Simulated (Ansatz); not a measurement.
Gas-phase electronic energies from Ansatz, PBE0-D4/def2-TZVP geometries. CCSD(T)/CBS adds triple-zeta CCSD(T) − MP2 to the extrapolated MP2 energy (def2 sets, frozen cores). DFT in def2-TZVPP. B3LYP here is the variant with VWN-RPA as its local correlation; programs differ in this. For Ga outer-core shells are correlated without core-valence functions, which leaves a few kJ/mol of doubt a bond. Scalar relativity is left out up to krypton. One conformer a species, not always the lowest.

`OC(F)([SiH3])[SiH3]` + `[NH2][GaH][SiH3]` → `[SiH3][NH][GaH][SiH3]` + `OC(F)[SiH3]`  (ligand exchange at the Si–C bond)

`OC(F)([SiH3])[SiH3]`:

Z-matrix (Å, degrees):
```
C
F 1 1.416
Si 1 1.915 2 105.9
O 1 1.388 2 109.0 3 121.0
Si 1 1.914 2 106.8 3 -123.5
H 3 1.483 1 111.1 2 -48.9
H 3 1.490 1 106.2 2 71.5
H 3 1.485 1 109.1 2 -170.6
H 4 0.965 1 109.8 2 -72.0
H 5 1.485 1 108.0 2 61.0
H 5 1.484 1 108.8 2 179.7
H 5 1.483 1 109.0 2 -59.3
```

`[NH2][GaH][SiH3]`:

Z-matrix (Å, degrees):
```
Si
Ga 1 2.403
H 1 1.490 2 111.0
H 1 1.490 2 111.8 3 -120.4
H 1 1.490 2 111.0 3 119.2
N 2 1.817 1 117.0 3 120.3
H 2 1.567 1 127.6 3 -59.7
H 6 1.006 2 124.0 1 -0.0
H 6 1.006 2 124.1 1 -180.0
```

`[SiH3][NH][GaH][SiH3]`:

Cartesian coordinates in Å:
```
Si 1.318 -1.506 -1.583
N 0.169 -0.784 -0.519
Ga 0.253 0.853 0.314
Si -1.605 1.450 1.719
H 1.843 -2.798 -1.054
H 0.741 -1.791 -2.927
H 2.446 -0.551 -1.732
H -0.662 -1.325 -0.325
H 1.543 1.685 0.008
H -2.637 0.376 1.747
H -1.154 1.691 3.118
H -2.255 2.700 1.234
```

`OC(F)[SiH3]`:

```xyz
9

O    -1.114    1.034    0.586
C     0.168    0.554    0.433
F     0.967    1.517   -0.190
Si    0.117   -1.008   -0.670
H    -1.122    1.728    1.254
H     0.652    0.369    1.402
H    -0.542   -0.668   -1.953
H     1.513   -1.457   -0.902
H    -0.638   -2.070    0.042
```

| level | ΔE (kJ/mol) | difference from CCSD(T)/CBS |
| --- | --- | --- |
| PBE-D4 | -66.3 | 14.4 |
| r2SCAN-D4 | -74.8 | 5.9 |
| PBE0-D4 | -75.4 | 5.3 |
| B3LYP-D4 | -78.0 | 2.7 |
| ωB97X-V | -77.7 | 3.0 |
| ωB97M-V | -77.0 | 3.7 |
| B2PLYP | -83.5 | -2.8 |
| PBE | -68.0 | 12.7 |
| r2SCAN | -75.3 | 5.4 |
| PBE0 | -76.9 | 3.8 |
| B3LYP | -80.8 | -0.1 |
| HF/def2-TZVPP | -103.6 | -22.9 |
| MP2/def2-TZVPP | -87.2 | -6.5 |
| SCS-MP2/def2-TZVPP | -89.6 | -8.9 |
| CCSD/def2-TZVPP | -87.0 | -6.3 |
| CCSD(T)/def2-TZVPP | -83.6 | -2.9 |
| HF/def2-QZVPP | -104.2 | -23.5 |
| MP2/def2-QZVPP | -85.8 | -5.1 |
| SCS-MP2/def2-QZVPP | -88.2 | -7.5 |
| HF/CBS(def2) | -104.3 | -23.6 |
| MP2/CBS(def2) | -84.3 | -3.6 |
| CCSD/CBS(def2) | -84.1 | -3.4 |
| CCSD(T)/CBS | -80.7 | 0 |

Largest T1 diagnostic among the species: 0.015.

In def2-TZVPP, CCSD(T) changes the Hartree–Fock value by +20.0 kJ/mol (the triples alone add +3.4 kJ/mol) and MP2 by +16.4 kJ/mol. From PBE to PBE0 (25 % exact exchange), in def2-TZVPP and without D4, ΔE moves by −9.0 kJ/mol.

CCSD(T)/CBS has its own doubt, a few kJ/mol and more with outer-core shells, so smaller differences from it don't rank the levels.
